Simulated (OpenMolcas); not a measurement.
Eu2+ in CsCaF3: curves along the breathing mode

Eu2+ with its 6 nearest fluoride ions, on the Ca site of CsCaF3 (a = 4.526 Å, distance in the model lattice 2.263 Å). The rest of the host is ab initio model potentials to 7.6 Å, with orthogonalisation functions on the cations behind the ligands, and point charges beyond; the distance is set by hand and nothing relaxes. Ligand basis ANO-RCC-VDZP.

```yaml
Program: OpenMolcas 26.06
Method: CASSCF
Basis: ANO-RCC-VDZP [7s6p4d2f1g]
Scalar_Hamiltonian: DKH2, point nucleus
Active_space: 7 electrons in 7 orbitals (4f)
State_averaging: 2S+1 = 8 odd, 1 root; 2S+1 = 6 odd, 21 roots kept (CI in the orbitals of an earlier block)
Spin-orbit_coupling: RASSI with atomic mean-field integrals over the reference wave functions
```

Spin-free energies (labels of O, the rotations of Oh) in cm-1 above the lowest fitted minimum, as all ligands move together:

```tsv
R (Å)	8A1	6T1	6A1	6T1(2)	6T2	6A2	6T2(2)
2.245	2080	39020	41500	41550	41550	41680	41710
2.298	-10	36960	39460	39500	39500	39610	39640
2.351	980	37990	40500	40530	40530	40640	40660
2.404	5100	42140	44650	44680	44690	44780	44800
2.457	12500	49560	52080	52110	52110	52190	52210
2.51	23490	60570	63100	63120	63130	63200	63220
2.563	38530	75630	78160	78180	78190	78250	78270
```

Cubic fits give the following; the wavenumber is harmonic, with the mass of all moving ligands, small differences in it between states hang on the degree of the fit, a number in brackets counts states of one label, and the table is a selection of at most 14 states with clean curves.

```csv
State,R0 (Å),Breathing mode (cm-1),Minimum (cm-1)
8A1,2.308,558,0
6T1,2.308,557,36980
6A1,2.308,557,39480
6T1(2),2.308,557,39520
6T2,2.308,557,39520
6A2,2.308,557,39630
6T2(2),2.308,557,39660
6E,2.308,558,39670
6T2(3),2.308,557,44360
6E(2),2.308,557,44480
```

For an f ion spin-orbit coupling outweighs the ligand field, so these spin-free curves are not those of observable levels.

No quartet enters the spin-orbit mixing, so the splitting and order within the octet and the sextets are unsound, and g values and χT are rough. No measured value stands beside these numbers.
